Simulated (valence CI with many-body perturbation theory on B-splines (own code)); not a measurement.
Hyperfine factors and g values of Sr²³⁺

Calculated by relativistic CI+MBPT: five valence electrons over a frozen Dirac-Fock core [Ne], a basis of 9 s, 9 p, 8 d, 6 f, 3 g, 1 h functions for each j, with the one-electron correlation potential Σ1 (screened to all orders), the two-electron term Σ2, the three-electron term Σ3, Breit, model QED; selected single and double excitations, second order for the rest (own B-spline code, finite nucleus).

No measured spectrum was set against this ion. As an estimate, levels of excited configurations hold to 0.05 to 0.15 % of their energy, terms of the ground configuration to about 0.5 %. Among the levels kept, up to 470 cm⁻¹ of a level comes from second order outside the variational space, and about a tenth of that is noise between levels of different J, which matters for small intervals.

A/g_I is the dipole constant over the nuclear g factor μ/I (μ in nuclear magnetons, uniformly magnetised nucleus), B/Q the quadrupole constant per barn. Both hold the static response of the core; the bare values leave it out. Large factors of s and p1/2 electrons are usually good to 5 to 10 %; those of open d and f shells near neutrality can be off by tens of per cent, and small factors of p3/2, d and f electrons come from cancelling terms and can be off by a factor of two or in sign, in half-filled shells by more. B is blank for J = 1/2, where it vanishes, and for nearly pure S terms. Energies count from the lowest level.

Names give the largest LS component (configuration and term), which can be under half, so a name can repeat, a term be missing and a line seem to break the LS rules; names also repeat where a configuration has a term twice. Letters in brackets count levels of one name in rising energy.

```
              Level  E (cm⁻¹)      g  A/g_I (MHz)  A/g_I bare  B/Q (MHz/b)  B/Q bare
     3s²3p³ ⁴S°_3/2         0  1.669        12500       13000        16900     16400
     3s²3p³ ²D°_3/2     97297  1.214         8050        8200        23000     22400
     3s²3p³ ²D°_5/2    131660  1.198        37100       36200         -168      -162
     3s²3p³ ²P°_1/2    181490  0.662       107000      103000                       
     3s²3p³ ²P°_3/2    269350  1.245        20800       20500       -40000    -38900
       3s3p⁴ ⁴P_5/2    576160  1.557        76900       74900        22400     21800
       3s3p⁴ ⁴P_3/2    640010  1.574        31200       31200       -25800    -25100
       3s3p⁴ ⁴P_1/2    654060  2.542       203000      197000                       
       3s3p⁴ ²D_3/2    717060  1.037        15300       15200       -28600    -27700
       3s3p⁴ ²D_5/2    753290  1.233        84000       81200       -55700    -54100
    3s²3p²3d ⁴F_3/2    781820  0.688         4200        4500          604       913
3s²3p²3d ²P_3/2 [a]    810060  1.078        12700       12900        -3410     -3230
    3s²3p²3d ⁴F_5/2    811470  1.139         6170        6570        14900     15000
   3s3p⁴ ²P_1/2 [a]    815190  1.100        60200       58500                       
    3s²3p²3d ²F_5/2    851520  0.939        28900       28300       -12300    -11800
    3s²3p²3d ⁴F_7/2    867080  1.223        11300       11500         9030      9310
    3s²3p²3d ⁴D_1/2    873340  0.530        80300       77400                       
3s²3p²3d ²F_7/2 [a]    879460  1.246        12100       12400        26900     26400
    3s²3p²3d ⁴D_3/2    890390  1.119        10700       11000       -15600    -15200
    3s²3p²3d ⁴F_9/2    903570  1.273        17600       17600        -2010     -1330
    3s²3p²3d ⁴D_5/2    916830  1.204        18000       18000       -15200    -14600
3s²3p²3d ²P_1/2 [a]    935240  1.154       145000      140000                       
    3s²3p²3d ²G_7/2    970400  1.078        20200       20000        32500     32000
       3s3p⁴ ²P_3/2    977130  1.191        -8290       -7220        12200     12000
    3s²3p²3d ⁴P_5/2    986930  1.488        10700       11300         2040      1980
    3s²3p²3d ⁴P_3/2   1002500  1.523        20000       20300        -8580     -8550
3s²3p²3d ²F_7/2 [b]   1008300  1.155        12900       13000        20500     20300
    3s²3p²3d ⁴P_1/2   1008400  2.177        75700       74000                       
3s²3p²3d ²D_3/2 [a]   1031200  0.954        20600       20300        12700     12500
    3s²3p²3d ²G_9/2   1032500  1.167        13600       13600        52400     51500
3s²3p²3d ²D_5/2 [a]   1061500  1.102         8910        9100        21200     21000
   3s3p⁴ ²P_1/2 [b]   1072600  1.084         4580        4460                       
3s²3p²3d ²P_1/2 [b]   1094800  0.931       -17600      -16700                       
3s²3p²3d ²D_3/2 [b]   1101200  0.999        14300       14200       -11300    -11200
3s²3p²3d ²D_5/2 [b]   1105000  1.129        22800       22500       -12800    -12300
3s²3p²3d ²D_5/2 [c]   1132800  1.200         8900        9230        46600     45600
3s²3p²3d ²F_7/2 [c]   1141600  1.128        17400       17400        -4420     -3820
3s²3p²3d ²P_3/2 [b]   1164400  1.209         9780       10300        -7190     -6890
    3s²3p²3d ²S_1/2   1180400  1.802       103000       99900                       
3s²3p²3d ²D_3/2 [c]   1210600  0.870        10600       10700        12100     12000
```

Question: Take the isotope of mass number 87, with I = 9/2, μ = -1.09316 μN, leaving out the quadrupole term. What is the hyperfine structure of 3s²3p³ ⁴S°_3/2?

Answer: From the table A = -3040 MHz. Shifts from the centre of gravity in MHz: F = 3: 25100, F = 4: 12900, F = 5: -2280, F = 6: -20500.
